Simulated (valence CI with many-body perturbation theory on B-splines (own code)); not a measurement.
E1 line list for La LII

Level of theory: valence CI with perturbative core correlation (CI+MBPT): four valence electrons over a frozen Dirac-Fock core [He], radial functions for each j: 11 s, 11 p, 10 d, 8 f, 5 g, 2 h, with the one-electron correlation potential Σ1 (screened to all orders), the two-electron term Σ2, the three-electron term Σ3, Breit, model QED; selected single and double excitations, second order for the rest, scaled by the run's own slope (own B-spline code, finite nucleus).

No measured spectrum was set against this ion. As an estimate, large intervals hold to a few tenths of a per cent, small ones and those within an open d or f shell to about a per cent. Among the levels kept, up to 880 cm⁻¹ of a level comes from second order outside the variational space, and about a tenth of that is noise between levels of different J, which matters for small intervals.

Lines 1 to 50 of 544 in falling wavelength, among levels below 7279.5 eV, chosen from the strongest by gf and those to the six lowest levels. Wavelengths and rates use the calculated energies. Electric multipoles are in the length gauge, E1 and E2 with the static RPA response of the core. Weak lines are less certain than strong ones. Lines between different terms over intervals too small for the method are left out, as are lines whose strength nearly cancels. The highest levels of a list are the least certain.

Levels are named by their leading jj configuration (3d3/2^4 stands for four electrons in 3d with j = 3/2), which in mixed levels can hold well under half, so a name can repeat and another be missing. Letters in brackets count levels of one name in rising energy.

| λ vac (Å) | Upper | Lower | A (s⁻¹) | log gf | Branch % |
| --- | --- | --- | --- | --- | --- |
| 159.9 | (2s 2p3/2^2 3p1/2) J=2 [a] | (2s 2p3/2^2 3s) J=3 | 6.28e+09 | -0.92 | 0.0 |
| 153.2 | (2s 2p3/2^2 3p1/2) J=3 | (2s 2p3/2^2 3s) J=3 | 4.28e+09 | -0.98 | 0.0 |
| 142.5 | (2s 2p3/2^2 3d5/2) J=4 [b] | (2s 2p3/2^2 3p3/2) J=3 [b] | 5.53e+09 | -0.82 | 0.1 |
| 139.1 | (2s 2p1/2 2p3/2 3d5/2) J=4 [a] | (2s 2p1/2 2p3/2 3p3/2) J=3 [a] | 7.77e+09 | -0.69 | 0.1 |
| 137.0 | (2s^2 2p3/2 3d5/2) J=4 | (2s^2 2p3/2 3p3/2) J=3 | 8.16e+09 | -0.68 | 21.4 |
| 136.5 | (2s 2p3/2^2 3d5/2) J=3 [c] | (2s 2p3/2^2 3p3/2) J=2 [c] | 8.99e+09 | -0.76 | 0.0 |
| 135.9 | (2s 2p1/2 2p3/2 3d5/2) J=5 | (2s 2p1/2 2p3/2 3p3/2) J=4 | 1.19e+10 | -0.44 | 49.0 |
| 134.9 | (2s 2p3/2^2 3d5/2) J=5 | (2s 2p3/2^2 3p3/2) J=4 | 1.16e+10 | -0.46 | 5.3 |
| 134.9 | (2p1/2^2 2p3/2 3d5/2) J=4 | (2p1/2^2 2p3/2 3p3/2) J=3 | 1.26e+10 | -0.51 | 0.5 |
| 134.3 | (2s 2p1/2 2p3/2 3d5/2) J=2 [d] | (2s 2p1/2 2p3/2 3p3/2) J=1 [d] | 7.21e+09 | -1.01 | 0.0 |
| 133.7 | (2p1/2 2p3/2^2 3d5/2) J=3 | (2p1/2 2p3/2^2 3p3/2) J=2 [a] | 8.44e+09 | -0.80 | 0.0 |
| 133.6 | (2s 2p1/2^2 3d5/2) J=3 | (2s 2p1/2^2 3p3/2) J=2 | 1.25e+10 | -0.63 | 0.0 |
| 133.6 | (2p1/2 2p3/2^2 3d5/2) J=4 | (2p1/2 2p3/2^2 3p3/2) J=3 [a] | 1.28e+10 | -0.51 | 0.4 |
| 132.6 | (2s 2p1/2 2p3/2 3p1/2) J=2 [b] | (2s 2p1/2 2p3/2 3s) J=3 | 8.56e+09 | -0.95 | 0.0 |
| 132.2 | (2p1/2^2 2p3/2 3d5/2) J=3 | (2p1/2^2 2p3/2 3p3/2) J=2 | 1.16e+10 | -0.67 | 0.0 |
| 131.9 | (2s 2p3/2^2 3d5/2) J=3 [b] | (2s 2p3/2^2 3p3/2) J=2 [b] | 9.04e+09 | -0.78 | 0.0 |
| 129.6 | (2s 2p3/2^2 3d5/2) J=4 [a] | (2s 2p3/2^2 3p3/2) J=3 [a] | 1.01e+10 | -0.64 | 0.0 |
| 128.8 | (2s 2p1/2 2p3/2 3d5/2) J=4 [c] | (2s 2p1/2 2p3/2 3p3/2) J=3 [c] | 1.35e+10 | -0.52 | 0.0 |
| 128.0 | (2s 2p1/2 2p3/2 3d5/2) J=4 [b] | (2s 2p1/2 2p3/2 3p3/2) J=3 [b] | 1.14e+10 | -0.60 | 0.0 |
| 126.7 | (2s^2 2p3/2 3d5/2) J=3 | (2s^2 2p3/2 3p3/2) J=2 | 6.79e+09 | -0.94 | 0.0 |
| 126.0 | (2s 2p1/2 2p3/2 3d5/2) J=3 [d] | (2s 2p1/2 2p3/2 3p3/2) J=2 [d] | 9.64e+09 | -0.79 | 0.0 |
| 125.7 | (2s^2 2p1/2 3d5/2) J=3 | (2s^2 2p1/2 3p3/2) J=2 | 1.39e+10 | -0.64 | 0.0 |
| 123.4 | (2s 2p1/2 2p3/2 3d5/2) J=3 [a] | (2s 2p1/2 2p3/2 3p3/2) J=2 [a] | 1.14e+10 | -0.74 | 0.0 |
| 122.5 | (2p1/2^2 2p3/2 3d5/2) J=2 | (2p1/2^2 2p3/2 3p3/2) J=1 | 1.02e+10 | -0.94 | 0.0 |
| 121.2 | (2s 2p1/2 2p3/2 3d5/2) J=2 [a] | (2s 2p1/2 2p3/2 3p3/2) J=1 [a] | 9.05e+09 | -1.00 | 0.0 |
| 120.0 | (2s 2p1/2^2 3d5/2) J=2 | (2s 2p1/2^2 3p3/2) J=1 | 1.57e+10 | -0.77 | 0.0 |
| 118.8 | (2s 2p1/2 2p3/2 3d5/2) J=3 [b] | (2s 2p1/2 2p3/2 3p3/2) J=2 [b] | 7.75e+09 | -0.94 | 0.0 |
| 118.0 | (2s 2p1/2 2p3/2 3d5/2) J=3 [c] | (2s 2p1/2 2p3/2 3p3/2) J=2 [c] | 1.09e+10 | -0.80 | 0.0 |
| 111.9 | (2s 2p3/2^2 3d5/2) J=2 [b] | (2s 2p3/2^2 3p3/2) J=1 [b] | 1.38e+10 | -0.89 | 0.0 |
| 105.0 | (2s 2p3/2^2 3d5/2) J=4 [b] | (2p1/2 2p3/2^2 3s) J=3 | 9.10e+09 | -0.87 | 0.1 |
| 80.18 | (2p1/2 2p3/2^2 3d3/2) J=4 | (2s 2p3/2^2 3d3/2) J=3 [b] | 1.54e+10 | -0.87 | 0.5 |
| 78.21 | (2s 2p1/2 2p3/2 3p3/2) J=4 | (2s^2 2p3/2 3p3/2) J=3 | 3.17e+10 | -0.58 | 5.0 |
| 76.60 | (2s 2p1/2 2p3/2 3p3/2) J=3 [b] | (2s^2 2p3/2 3p3/2) J=2 | 2.05e+10 | -0.90 | 0.0 |
| 76.02 | (2p1/2 2p3/2^2 3p3/2) J=4 | (2s 2p3/2^2 3p3/2) J=3 [b] | 6.28e+10 | -0.31 | 0.0 |
| 74.74 | (2p1/2^2 2p3/2 3p3/2) J=1 | (2p1/2^2 2p3/2 3s) J=1 | 3.73e+10 | -1.03 | 0.0 |
| 72.57 | (2p1/2^2 2p3/2 3d3/2) J=3 | (2s 2p1/2 2p3/2 3d3/2) J=2 [d] | 3.82e+10 | -0.68 | 0.4 |
| 72.04 | (2s 2p1/2 2p3/2 3d3/2) J=3 [b] | (2s 2p1/2 2p3/2 3p1/2) J=2 [b] | 1.90e+10 | -0.98 | 0.0 |
| 71.89 | (2p1/2 2p3/2^2 3p3/2) J=1 [a] | (2p1/2 2p3/2^2 3s) J=2 [b] | 4.92e+10 | -0.94 | 0.0 |
| 71.85 | (2s 2p3/2^2 3p3/2) J=3 [a] | (2s 2p3/2^2 3s) J=2 [a] | 4.07e+10 | -0.66 | 0.0 |
| 71.78 | (2p1/2^2 2p3/2 3p3/2) J=3 | (2s 2p1/2 2p3/2 3p3/2) J=2 [e] | 7.38e+10 | -0.40 | 0.1 |
| 71.26 | (2p1/2 2p3/2^2 3d3/2) J=3 [b] | (2p1/2 2p3/2^2 3p1/2) J=2 [b] | 2.49e+10 | -0.88 | 0.0 |
| 70.91 | (2p1/2 2p3/2^2 3d3/2) J=2 [b] | (2p1/2 2p3/2^2 3p1/2) J=2 [b] | 4.77e+10 | -0.74 | 0.0 |
| 70.76 | (2s 2p1/2^2 3p3/2) J=2 | (2s^2 2p1/2 3p3/2) J=1 | 5.59e+10 | -0.68 | 0.6 |
| 70.34 | (2p1/2 2p3/2^2 3p3/2) J=2 [a] | (2p1/2 2p3/2^2 3s) J=1 | 4.34e+10 | -0.79 | 0.0 |
| 69.91 | (2p1/2 2p3/2^2 3p3/2) J=3 [b] | (2p1/2 2p3/2^2 3s) J=2 [b] | 3.44e+10 | -0.75 | 0.0 |
| 69.85 | (2s 2p1/2 2p3/2 3d3/2) J=2 [b] | (2s 2p1/2 2p3/2 3p1/2) J=2 [b] | 4.39e+10 | -0.79 | 0.0 |
| 69.08 | (2s 2p3/2^2 3p3/2) J=1 [a] | (2s 2p3/2^2 3s) J=2 [a] | 7.71e+10 | -0.78 | 0.0 |
| 68.96 | (2p1/2^2 2p3/2 3d3/2) J=2 | (2p1/2^2 2p3/2 3p1/2) J=1 | 2.90e+10 | -0.98 | 0.1 |
| 68.71 | (2s 2p1/2 2p3/2 3p3/2) J=1 [a] | (2s 2p1/2 2p3/2 3s) J=1 [a] | 7.00e+10 | -0.83 | 0.1 |
| 68.07 | (2p1/2 2p3/2^2 3p3/2) J=2 [c] | (2s 2p3/2^2 3p3/2) J=1 [d] | 8.80e+10 | -0.51 | 0.1 |
